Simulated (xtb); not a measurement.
xtb input (GFN2-xTB):

```bash
xtb mol.xyz --gfn 2 --ohess tight --chrg 1 --uhf 0
```
mol.xyz:
```
3

In     0.02707524     0.02445299     0.02033856
Cl     1.63945458     0.37241343    -1.54473076
Cl    -1.61386322    -0.39605329     1.60783236
```

End of the output:

```
optimized geometry written to: xtbopt.xyz

           -------------------------------------------------
          | TOTAL ENERGY               -9.936021390328 Eh   |
          | TOTAL ENTHALPY             -9.928612052624 Eh   |
          | TOTAL FREE ENERGY          -9.961732727208 Eh   |
          | GRADIENT NORM               0.000014183886 Eh/α |
          | HOMO-LUMO GAP               2.215802399029 eV   |
           -------------------------------------------------

------------------------------------------------------------------------
------------------------------------------------------------------------
 total:
 SCF:
 ANC optimizer:
 analytical hessian:
```

It need not be the lowest isomer of its formula.
